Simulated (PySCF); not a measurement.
```xyz
7
charge 0 multiplicity 1, angstrom
Te    0.0000    0.0000    0.0000
Cl    0.0000    0.0000    2.3974
Cl    0.0000    0.0000   -2.3974
Cl    2.3974    0.0000    0.0000
Cl    0.0000    2.3974    0.0000
Cl   -2.3974    0.0000    0.0000
Cl    0.0000   -2.3974    0.0000
```

Level of theory: PBE in PySCF with Te def2-SVP with ECP28, Cl def2-SVP; scalar-relativistic core potentials, no spin–orbit coupling; density-fitted integrals.

This geometry of TeCl6 is a stationary point at this level.

(1) What is the point group?

(2) Is it a minimum?

(3) List the harmonic modes with their infrared intensities.

(4) What is the atomisation energy, with and without zero-point energy?

Results:

(1) Oh.

(2) Yes: all harmonic wavenumbers are real.

(3) 
```
symmetry  ω (cm⁻¹)  IR (km/mol, summed over degenerate members)
     t2u       105                                          0.0
     t2g       156                                          0.0
     t1u       173                                         33.3
      eg       300                                          0.0
     a1g       314                                          0.0
     t1u       357                                          254
```

(4) 1280 kJ/mol without, 1261 kJ/mol with.
